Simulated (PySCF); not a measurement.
PySCF input file for Ga(Cl)(Me)(OH) (CH4ClGaO), SMILES [Cl][Ga]([CH3])[OH], TDA-PBE/def2-SVPD. Geometry: TPSSh-D3(BJ)/def2-SVP. The structure was generated by enumeration; whether it is a known compound was not checked. Other conformers were not sampled.

```python
import numpy as np
from pyscf import gto, scf, dft, tdscf

mol = gto.M(
    atom='''
    Ga   -0.27237699    0.01031871    0.15845461
    Cl    1.59734396   -0.04089649   -0.94663830
    C    -0.65848712   -1.16967185    1.66088191
    H    -0.66365962   -2.21534165    1.31750743
    H    -1.63860471   -0.92085373    2.09186850
    H     0.12142289   -1.06232714    2.42957925
    O    -1.43431356    1.23113595   -0.42984679
    H    -1.10488815    1.74282646   -1.18471387
    ''',
    basis='def2-SVPD',
    charge=0,
    spin=0,
    max_memory=1600,
    verbose=4,
)
mf = dft.RKS(mol, xc='pbe').density_fit(auxbasis='def2-universal-jkfit')
mf.grids.level = 3
mf.conv_tol = 1e-9
mf.max_cycle = 100
mf.kernel()
mf.grids = dft.Grids(mol).set(level=1).build(with_non0tab=True)  # coarser grid for the response kernel
td = tdscf.TDA(mf)
td.singlet = True
td.nstates = 10
td.conv_tol = 1e-4
td.positive_eig_threshold = 1e-6
td.kernel(x0=td.get_init_guess(mf, 15))
td.analyze()
tt = tdscf.TDA(mf)
tt.singlet = False
tt.nstates = 4
tt.conv_tol = 1e-4
tt.positive_eig_threshold = 1e-6
tt.kernel(x0=tt.get_init_guess(mf, 9))
tt.analyze(verbose=3)
```

Program output:

```
PySCF version 2.14.0

[INPUT] verbose = 4
[INPUT] num. atoms = 8
[INPUT] num. electrons = 66
[INPUT] charge = 0
[INPUT] spin (= nelec alpha-beta = 2S) = 0
[INPUT] symmetry False subgroup None
[INPUT] Mole.unit = angstrom
[INPUT] Symbol           X                Y                Z      unit          X                Y                Z       unit  Magmom
[INPUT]  1 Ga    -0.272376990000   0.010318710000   0.158454610000 AA   -0.514717913733   0.019499535859   0.299435816075 Bohr   0.0
[INPUT]  2 Cl     1.597343960000  -0.040896490000  -0.946638300000 AA    3.018542611128  -0.077283165556  -1.788887126024 Bohr   0.0
[INPUT]  3 C     -0.658487120000  -1.169671850000   1.660881910000 AA   -1.244360313354  -2.210359452113   3.138611935145 Bohr   0.0
[INPUT]  4 H     -0.663659620000  -2.215341650000   1.317507430000 AA   -1.254134921733  -4.186388990842   2.489728209780 Bohr   0.0
[INPUT]  5 H     -1.638604710000  -0.920853730000   2.091868500000 AA   -3.096514128322  -1.740161350484   3.953058553605 Bohr   0.0
[INPUT]  6 H      0.121422890000  -1.062327140000   2.429579250000 AA    0.229456007353  -2.007507349292   4.591239380426 Bohr   0.0
[INPUT]  7 O     -1.434313560000   1.231135950000  -0.429846790000 AA   -2.710459805150   2.326509767606  -0.812292708623 Bohr   0.0
[INPUT]  8 H     -1.104888150000   1.742826460000  -1.184713870000 AA   -2.087936001777   3.293464692045  -2.238784750274 Bohr   0.0

nuclear repulsion = 350.877968184536
number of shells = 58
number of NR pGTOs = 228
number of NR cGTOs = 140
basis = def2-SVPD
ecp = {}


[settings echo left out]
init E= -2499.32785035262
  HOMO = -0.337810499610183  LUMO = -0.0893943183156454  gap/eV = 6.75975
cycle= 1 E= -2499.56683482663  delta_E= -0.239  |g|= 1.18  |ddm|= 3.52
  HOMO = -0.127908663448468  LUMO = -0.0305171770278663  gap/eV = 2.65016
cycle= 2 E= -2497.59777182883  delta_E= 1.97  |g|= 3.06  |ddm|= 4.27
  HOMO = -0.225859719396302  LUMO = -0.0622765419593732  gap/eV = 4.45132
cycle= 3 E= -2499.69798187471  delta_E= -2.1  |g|= 0.685  |ddm|= 3.52
  HOMO = -0.271823610079526  LUMO = -0.0587362897245578  gap/eV = 5.79840
cycle= 4 E= -2499.80574901748  delta_E= -0.108  |g|= 0.157  |ddm|= 0.893
  HOMO = -0.274339067784716  LUMO = -0.0652838251618486  gap/eV = 5.68868
cycle= 5 E= -2499.80998735413  delta_E= -0.00424  |g|= 0.0551  |ddm|= 0.265
  HOMO = -0.270119050186282  LUMO = -0.0608209119783965  gap/eV = 5.69529
cycle= 6 E= -2499.81085736488  delta_E= -0.00087  |g|= 0.0177  |ddm|= 0.103
  HOMO = -0.271065812753178  LUMO = -0.061612228343372  gap/eV = 5.69952
cycle= 7 E= -2499.81093058363  delta_E= -7.32e-05  |g|= 0.00481  |ddm|= 0.0192
  HOMO = -0.270905846281404  LUMO = -0.0615262852336946  gap/eV = 5.69751
cycle= 8 E= -2499.81093537733  delta_E= -4.79e-06  |g|= 0.0016  |ddm|= 0.00559
  HOMO = -0.270866679669884  LUMO = -0.0615596162769991  gap/eV = 5.69554
cycle= 9 E= -2499.81093593763  delta_E= -5.6e-07  |g|= 0.000492  |ddm|= 0.00207
  HOMO = -0.270927901141573  LUMO = -0.0615581973301005  gap/eV = 5.69724
cycle= 10 E= -2499.81093598498  delta_E= -4.74e-08  |g|= 0.000218  |ddm|= 0.000874
  HOMO = -0.270907646691998  LUMO = -0.0615595632236259  gap/eV = 5.69665
cycle= 11 E= -2499.81093600005  delta_E= -1.51e-08  |g|= 3.74e-05  |ddm|= 0.000331
  HOMO = -0.270907802031266  LUMO = -0.0615586324791284  gap/eV = 5.69668
cycle= 12 E= -2499.81093600037  delta_E= -3.17e-10  |g|= 4.82e-06  |ddm|= 4.84e-05
  HOMO = -0.27090686614668  LUMO = -0.0615584564660296  gap/eV = 5.69666
Extra cycle  E= -2499.81093600037  delta_E=    0  |g|= 5.63e-06  |ddm|= 1.57e-05
converged SCF energy = -2499.81093600037
tot grids = 33984
Overwritten attributes  positive_eig_threshold  of <class 'pyscf.tdscf.rks.TDA'>


******** <class 'pyscf.tdscf.rks.TDA'> for <class 'pyscf.df.df_jk.DFRKS'> ********
nstates = 10 singlet
deg_eia_thresh = 1.000e-03
wfnsym = None
conv_tol = 0.0001
eigh lindep = 1e-12
eigh level_shift = 0
eigh max_cycle = 100


Excitation energies (eV)
[5.87771995 5.893323   5.90577495 6.35837391 6.45224942 6.67379872
 6.84732797 6.94505953 7.05504781 7.31461142]

** Singlet excitation energies and oscillator strengths **
Excited State   1:      5.87772 eV    210.94 nm  f=0.0016
      32 -> 34        0.68070
      33 -> 35        0.17351
Excited State   2:      5.89332 eV    210.38 nm  f=0.0453
      32 -> 35       -0.22613
      33 -> 34       -0.64878
Excited State   3:      5.90577 eV    209.94 nm  f=0.0015
      32 -> 34        0.16706
      33 -> 35       -0.67830
Excited State   4:      6.35837 eV    194.99 nm  f=0.0369
      29 -> 34        0.20225
      30 -> 34        0.33881
      31 -> 35        0.16929
      32 -> 35       -0.52015
      33 -> 34        0.18415
Excited State   5:      6.45225 eV    192.16 nm  f=0.0442
      30 -> 35        0.18392
      31 -> 34       -0.67831
Excited State   6:      6.67380 eV    185.78 nm  f=0.0157
      29 -> 35        0.11106
      30 -> 35        0.67175
      31 -> 34        0.17204
Excited State   7:      6.84733 eV    181.07 nm  f=0.0082
      29 -> 34       -0.39775
      31 -> 35        0.56601
Excited State   8:      6.94506 eV    178.52 nm  f=0.1989
      30 -> 34        0.56031
      30 -> 36       -0.12910
      30 -> 37       -0.14250
      32 -> 35        0.29055
      33 -> 36       -0.15600
      33 -> 37        0.12831
Excited State   9:      7.05505 eV    175.74 nm  f=0.0076
      29 -> 35       -0.69394
Excited State  10:      7.31461 eV    169.50 nm  f=0.1583
      29 -> 34       -0.48402
      29 -> 37        0.11372
      31 -> 35       -0.30330
      32 -> 35       -0.17532
      33 -> 34        0.10304
      33 -> 36       -0.19361
      33 -> 37       -0.22682

** Transition electric dipole moments (AU) **
state          X           Y           Z        Dip. S.      Osc.
  1         0.0272      0.0952      0.0357      0.0111      0.0016
  2         0.1733     -0.4139      0.3350      0.3136      0.0453
  3        -0.0467      0.0337     -0.0850      0.0105      0.0015
  4        -0.1264      0.3595     -0.3023      0.2366      0.0369
  5        -0.2049     -0.3543     -0.3350      0.2797      0.0442
  6         0.1255      0.2066      0.1936      0.0959      0.0157
  7        -0.1715     -0.0280      0.1364      0.0488      0.0082
  8         0.9153      0.0068     -0.5756      1.1691      0.1989
  9         0.0819      0.1435      0.1295      0.0441      0.0076
 10        -0.1957      0.6860     -0.6118      0.8832      0.1583

** Transition velocity dipole moments (imaginary part, AU) **
state          X           Y           Z        Dip. S.      Osc.
  1        -0.0015      0.0085     -0.0028      0.0001      0.0003
  2         0.0409     -0.0838      0.0656      0.0130      0.0400
  3        -0.0052      0.0164     -0.0080      0.0004      0.0011
  4         0.0172      0.0538     -0.0676      0.0078      0.0221
  5        -0.0358     -0.0622     -0.0586      0.0086      0.0242
  6         0.0095      0.0149      0.0139      0.0005      0.0014
  7        -0.0284      0.0105      0.0066      0.0010      0.0025
  8         0.1469      0.0189     -0.1110      0.0343      0.0895
  9         0.0035      0.0063      0.0055      0.0001      0.0002
 10        -0.0219      0.1186     -0.1136      0.0274      0.0681

** Transition magnetic dipole moments (imaginary part, AU) **
state          X           Y           Z
  1        -0.0252     -0.2574      0.2560
  2         0.0321      0.1728      0.2582
  3        -0.5140     -0.0684      0.3115
  4         0.0409      0.0706      0.0693
  5         0.3670     -0.3352      0.1319
  6         0.2962     -0.6815      0.5455
  7         0.0039     -0.0101     -0.0110
  8         0.0943      0.1655      0.1469
  9         0.5852     -0.1287     -0.2269
 10         0.0522      0.0895      0.0851


******** <class 'pyscf.tdscf.rks.TDA'> for <class 'pyscf.df.df_jk.DFRKS'> ********
nstates = 4 triplet
deg_eia_thresh = 1.000e-03
wfnsym = None
conv_tol = 0.0001
eigh lindep = 1e-12
eigh level_shift = 0
eigh max_cycle = 100


Excitation energies (eV)
[5.52007456 5.61282647 5.65807193 5.75877413]

** Triplet excitation energies and oscillator strengths **
Excited State   1:      5.52007 eV    224.61 nm  f=0.0000
Excited State   2:      5.61283 eV    220.89 nm  f=0.0000
Excited State   3:      5.65807 eV    219.13 nm  f=0.0000
Excited State   4:      5.75877 eV    215.30 nm  f=0.0000
```

Self-consistency was reached.
